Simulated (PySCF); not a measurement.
C5H6F2Si.
SMILES with atom numbers: `[CH:1]#[C:2][C@@H:3]([SiH3:4])/[C:5]([F:6])=[CH:7]\[F:8]` (hydrogens: H9 on C1; H10 on C3; H11, H12, H13 on Si4; H14 on C7)

Cartesian coordinates in Å at the GFN2-xTB level; atoms count from 1:
```
atom  x, y, z in Å
C1    -1.7762    2.1292   -0.1852
C2    -0.9864    1.2741    0.0939
C3    -0.0435    0.2205    0.3928
Si4   -1.0037   -1.4363    0.6789
C5     0.9333    0.0477   -0.7127
F6     0.3977   -0.1015   -1.9441
C7     2.2540   -0.0241   -0.6175
F8     2.8671    0.1057    0.5737
H9    -2.4586    2.8923   -0.4125
H10    0.5110    0.4785    1.2991
H11   -1.9311   -1.1893    1.7805
H12   -1.7025   -1.7758   -0.5564
H13    0.0033   -2.4398    1.0256
H14    2.9350   -0.1816   -1.4380
```

Computed, not measured: TDDFT B3LYP/def2-SVPD, vertical, gas phase, core orbitals frozen in the response (PySCF).

Ground-to-excited transition dipoles (e·a0, same axes as the geometry; the sign carries no meaning), for the states with f of 0.002 or more among the lowest 7:

```csv
state,E (eV),μx,μy,μz
S1,6.042,-0.554,-0.250,0.148
S2,6.227,-0.152,-0.040,0.017
S3,6.327,-0.188,0.178,0.019
S4,6.534,-0.578,-0.374,0.258
S5,6.636,0.184,0.235,-0.093
S6,6.697,0.262,-0.186,-0.020
S7,6.731,-0.933,0.025,0.074
```

(1) Work out the oscillator strengths.

(2) Which bond between heavy atoms lies closest to the direction of the S7 transition dipole?

(3) What angle do the transition dipoles of S3 and S6 make?

(4) What peak molar absorption coefficient would the strongest computed level give as a lone Gaussian band 0.5 eV wide at half height?

## Answers

(1) f = (2/3) ΔE |μ|² with ΔE in hartree (27.2114 eV).

```csv
state,|μ|² (au),|μ| (D),f
S1,0.392,1.59,0.058
S2,0.025,0.40,0.004
S3,0.067,0.66,0.010
S4,0.541,1.87,0.087
S5,0.098,0.79,0.016
S6,0.103,0.82,0.017
S7,0.876,2.38,0.145
```

(2) C5–C7, at 9° from it; next C3–C5 at 44°.

(3) |cos θ| = |μa·μb| / (|μa| |μb|) = 0.99, so θ ≈ 8° (taken between 0 and 90°, since the signs are arbitrary).

(4) ε(max) = 2.175×10⁸ f / FWHM, with the width in cm⁻¹. S7: 2.175×10⁸ × 0.1445 / 4033 ≈ 7800 L mol⁻¹ cm⁻¹.

On an Arm Neoverse N1 with one thread, no GPU (shared host), this took 72 s and 0.83 GiB of memory at its peak.

One conformer stands for the species.
